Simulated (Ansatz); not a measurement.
Species: Ga, charge 0, doublet.

Hartree-Fock and CCSD(T) correlation energies in hartree (Ansatz, a program for electronic structure). UHF or UKS for unpaired electrons; spin-orbit terms are left out. Cores are frozen in correlated methods (noble-gas shells, and filled d and f shells in the p block). No relativity.

```json
[
 {"basis": "cc-pVTZ", "X": "3", "E(HF)": "-1923.26189", "E(corr, CCSD(T))": "-0.04739"},
 {"basis": "cc-pVQZ", "X": "4", "E(HF)": "-1923.26422", "E(corr, CCSD(T))": "-0.04923"},
 {"basis": "cc-pV5Z", "X": "5", "E(HF)": "-1923.26444", "E(corr, CCSD(T))": "withheld"}
]
```

**Question.** Fit E(corr) = E∞ + A/X³ to X = 3 and 4, predict X = 5, and compare with the run.

**Answer.** A = (-0.04739 - (-0.04923))/(1/27 - 1/64) = 0.0859; E∞ = -0.04923 - A/64 = -0.05057; at X = 5, E∞ + A/125 = -0.04989. The run gave -0.04965, 0.24 mEh above the prediction. The same form on X = 4 and 5 gives E∞ = -0.05009, 0.48 mEh above the first estimate.
